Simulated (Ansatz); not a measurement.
Input file for Ansatz (an electronic-structure program): U-PBE/cc-pVTZ on GaH3O (SMILES [OH][GaH2]), a point of a bond scan (R = 0.866 Å).

Ansatz 0.2 input:
```yaml
crystal:
  periodic: [false, false, false]
  atoms:
    - {symbol: Ga, position_ang: [-0.22521905, -0.28436532, 0.02581913]}
    - {symbol: H, position_ang: [0.06027017, -1.29718128, 1.17225298]}
    - {symbol: H, position_ang: [-1.35945454, -0.30870479, -1.05292543]}
    - {symbol: O, position_ang: [0.93817677, 1.08727522, -0.02402144]}
    - {symbol: H, position_ang: [0.79182223, 1.65943572, -0.65719642]}
basis:
  gaussian:
    orbitals: cc-pVTZ
hamiltonian:
  xc: {name: PBE}
magnetization: {spin_polarized: true, initial_magnetization: 0}
```

Output:

```
WARN ansatz: RAYON_NUM_THREADS=1 ignored (pool sized by the plan → 1); use --threads N
Functional definition: PBE
integrals: 0.03 GiB planned
710 factors; their error is unknown
mean field: 0.35 GiB planned
mean field evaluation 1: about -54456.8273 eV, gradient 5.2e1 eV
mean field evaluation 2: about -54366.4980 eV, gradient 1.3e2 eV
mean field evaluation 4: about -54465.0975 eV, gradient 1.1e1 eV
mean field evaluation 8: about -54465.4564 eV, gradient 1.6e-1 eV
mean field evaluation 16: about -54465.4443 eV, gradient 2.8e-5 eV
mean field -54465.44425429 eV, -2001.5681583409 hartree, gradient 2.8e-5 eV, S^2 0.000000; 0 other end points of the search recorded, 0 dependent functions left out
reference -54465.44429429 eV, -2001.5681598112 hartree; 21, 21 occupied and 94, 94 virtual orbitals, 710 factors
Total energy: -54465.44429429 eV, -2001.5681598112 hartree
```

The calculation finished and met its thresholds.

Cost: about 2.4 core-seconds (a rough figure).
